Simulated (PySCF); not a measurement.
## Frontier levels across methods

Species: C5H5NSi.
Cartesian coordinates in Å at the PBE0-D3(BJ)/def2-SVP level; atoms count from 1:
```xyz
12
C5H5NSi angstrom
C      2.3128   -1.6320    0.6833
C      1.2216   -1.2173    0.3528
C     -0.0532   -0.6975   -0.0467
C     -0.1164    0.2524   -1.2683
Si    -0.4746    1.0934    0.3361
C     -2.2422    1.4374    0.6977
N     -3.3617    1.6456    0.9224
H      3.2741   -2.0097    0.9782
H     -0.8851   -1.4093    0.0325
H     -0.9448    0.0764   -1.9620
H      0.8379    0.4473   -1.7690
H      0.4703    1.9841    1.0342
```

Basis pcSseg-1 throughout (PySCF), one geometry. Isolated species at its PBE0-D3(BJ)/def2-SVP geometry, gas phase.

Task: How do the orbital energies, the gap and the dipole change with the method?

Result: 
| method | kind | HOMO (eV) | LUMO (eV) | gap (eV) | μ (D) | SCF cycles |
| --- | --- | --- | --- | --- | --- | --- |
| PBE | GGA | -6.10 | -2.17 | 3.93 | 3.02 | 17 |
| KT2 | GGA | -6.13 | -2.19 | 3.94 | 3.07 | 18 |
| BP86 | GGA | -6.21 | -2.27 | 3.94 | 3.05 | 19 |
| LDA | LDA | -6.28 | -2.39 | 3.89 | 3.15 | 17 |
| PBE0 | global hybrid | -7.17 | -1.32 | 5.85 | 3.02 | 15 |
| HF | Hartree–Fock | -9.50 | 2.12 | 11.61 | 3.01 | 13 |
| LC-wPBE | range-separated hybrid | -9.71 | 0.86 | 10.57 | 2.92 | 14 |

The HOMO spans 3.61 eV, from PBE down to LC-wPBE, and the gap runs from 3.89 eV (LDA) to 11.61 eV (HF). Over the methods PBE (0 %), KT2 (0 %), BP86 (0 %), LDA (0 %), PBE0 (25 %), HF (100 %), a straight line through the gap against the share of exact exchange rises by 0.77 eV for each 10 % (correlation coefficient 1.000). The dipole ranges from 2.92 D (LC-wPBE) to 3.15 D (LDA). This basis has no diffuse functions.
